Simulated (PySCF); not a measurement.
Assignment exercise: C₃H₁₂ClNSi₄

Bonds (- single, = double, # triple, : aromatic): C1-Si2, Si2-Cl3, Si2-C4, C4#C5, C5-Si6, Si6-N7, N7-Si8, N7-Si9. C1 carries H10, H11, H12; Si2 carries H13; Si6 carries H14, H15; Si8 carries H16, H17, H18; Si9 carries H19, H20, H21. Stereochemistry as in C[Si@@H](Cl)C#C[SiH2]N([SiH3])[SiH3]. H15 is pro-R; H14 is pro-S.

Theory: PBE0/pcSseg-1 with gauge-including orbitals, geometry: GFN2-xTB, in PySCF 2.14 (no solvent, one computed conformer, fast rotation and ring inversion assumed for equivalent nuclei, non-relativistic Hamiltonian).

Chemical shifts δ = σref − σ; 13C (186.93 ppm), 1H (31.72 ppm) against TMS, all at this level.

Q: Assign these signals to the numbered atoms. 13C{1H} NMR (computed): δ 120.9 (C), 117.4 (C), 4.6 (CH3).

A: 
| δ (ppm) | atoms | environment | reason |
| --- | --- | --- | --- |
| 120.9 | C4 | alkyne carbon | – |
| 117.4 | C5 | alkyne carbon | – |
| 4.6 | C1 | methyl carbon bonded to Si | an electropositive neighbour leaves it electron-rich and shielded |

Q: Assign these signals to the numbered atoms. 1H NMR (500 MHz, computed): δ 5.33 (q, 1H), 5.09 (m, 1H), 5.05 (m, 1H), 4.88 (s, 6H), 0.60 (d, 3H).

A: 
```tsv
δ (ppm)	atoms	environment	reason
5.33	H13	hydrogen on a silicon bonded to 2 C, Cl	–
5.09	H15	hydrogen on a silicon bonded to C, N	–
5.05	H14	hydrogen on a silicon bonded to C, N	–
4.88	H16/H17/H18/H19/H20/H21	hydrogen on a silicon bonded to N	–
0.60	H10/H11/H12	hydrogen on a methyl carbon bonded to Si	an electropositive neighbour shields it, as in TMS itself
```

H15 and H14 lie closer than the usual error of such a calculation, so a measured spectrum could show them in the other order.

Shifts are as computed. Against solution values, carbons near 30 ppm lie about +3 ppm off and those near 130 ppm about +5 ppm. Of 1309 compounds with measured shifts, 239 miss one by over three times the rms of a fit or turn the order of signals round; such compounds aren't used in these exercises. Multiplicities follow the n + 1 count of equivalent neighbours, as no J values were calculated; m marks all less simple cases, F and P coupling included.
